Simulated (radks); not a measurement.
The numbers below are computed, except where a source is named.
All-electron atom: W31+ in [Kr] 4d7. Level of theory: Dirac Kohn-Sham, revPBE, spin-unpolarised, spherical densities, finite nucleus; open shells fill j = l - 1/2 first; Fermi nuclear charge, rms radius 5.3658 fm (a radial shooting solver on a logarithmic mesh with Libxc functionals).

Normalised radial functions P(r) = r R(r) (large component), r in bohr:

```
   r/bohr * 4s1/2, o 4d3/2, + 5p1/2 (the largest magnitude, 1.83, reaches the edge; | marks zero, & curves that meet)
 0.001475                             &  *
 0.001905                             &   *
 0.002481                             &    *
 0.003205                             o+   *
  0.00414                             o+    *
  0.00539                             o+     *
 0.006963                             o +    *
 0.008995                             o +    *
  0.01162                             o  +  *
  0.01513                             |o  +*
  0.01954                             |o*  +
  0.02525                           * | o   +
  0.03287                      *      |  o   +
  0.04246                  *          |    o +
  0.05485                  *          |    +  o
  0.07142                      *      +           o
  0.09226                        +    | *            o
   0.1192                    +        |           *   o
   0.1552                    +        |           o    *
   0.2005                           + |  o      *
    0.259                  o   *      |       +
   0.3372     * o                     |             +
   0.4356  * o                        |     +
   0.5626          o*       +         |
   0.7326        +           o *      |
   0.9464            +             o* |
    1.222                      +      &
    1.592                            +&
    2.056                             &
```

4s1/2: eigenvalue -1616.7 eV, 3 radial nodes at r = 0.0219, 0.0879, 0.234 bohr, <r> = 0.418 bohr, 90 % of the charge inside 0.593 bohr. 4d3/2: eigenvalue -1272.7 eV, 1 radial node at r = 0.212 bohr, <r> = 0.434 bohr, 90 % of the charge inside 0.634 bohr. 5p1/2 (empty): eigenvalue -823.40 eV, 3 radial nodes at r = 0.0728, 0.211, 0.481 bohr, <r> = 0.760 bohr, 90 % of the charge inside 1.06 bohr.
